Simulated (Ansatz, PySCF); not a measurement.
C5H12Si. Atoms are numbered in the order given.

```xyz
18

C      0.1492    -2.5162     0.0000
C      0.8291    -1.3517     0.0000
Si     0.0085     0.3555     0.0000
C      1.3607     1.6796     0.0000
C     -1.0752     0.5294     1.5446
C     -1.0752     0.5294    -1.5446
H      0.6521    -3.4995     0.0000
H     -0.9560    -2.5469     0.0000
H      1.9353    -1.4088     0.0000
H      0.9232     2.6991     0.0000
H      2.0081     1.5892    -0.8966
H      2.0081     1.5892     0.8966
H     -0.4686     0.4439     2.4690
H     -1.5940     1.5103     1.5618
H     -1.8482    -0.2659     1.5743
H     -0.4686     0.4439    -2.4690
H     -1.8482    -0.2659    -1.5743
H     -1.5940     1.5103    -1.5618
```

Geometry optimised at PBE-D3(BJ)/def2-SVP. A frequency run showed that this geometry is not a minimum. The isomer is the one that the SMILES or the coordinates give; other isomers of the formula were not compared. Other conformers were not sampled.

Vertical ionisation energy (IE) and electron affinity (EA) in eV. Rows of orbital energies are one-electron estimates. Where ΔSCF, EOM or ADC give a negative EA the extra electron is unbound and the value depends on the basis.

```
level                                                                       IE     EA
------------------------------------------------------------------------  ----  -----
−ε(HOMO), −ε(LUMO), ωB97X/def2-TZVP (PySCF)                                  …      …
ΔSCF, CAM-B3LYP/def2-SVPD (Ansatz), final states of multiplicity 2 and 2  9.61  -1.43
```

**Question.** Fill in the missing entries. (The exact figures need the calculation; the answer reports its results.)

**Answer.** 
- −ε(HOMO), −ε(LUMO), ωB97X/def2-TZVP (PySCF), IE: 9.88
- −ε(HOMO), −ε(LUMO), ωB97X/def2-TZVP (PySCF), EA: -1.80

**Question.** What vertical singlet–triplet gap does ΔSCF give with CAM-B3LYP/def2-SVPD (Ansatz, a program for electronic structure)? (The exact figures need the calculation; the answer reports its results.)

**Answer.** 4.03 eV (triplet above singlet where positive).
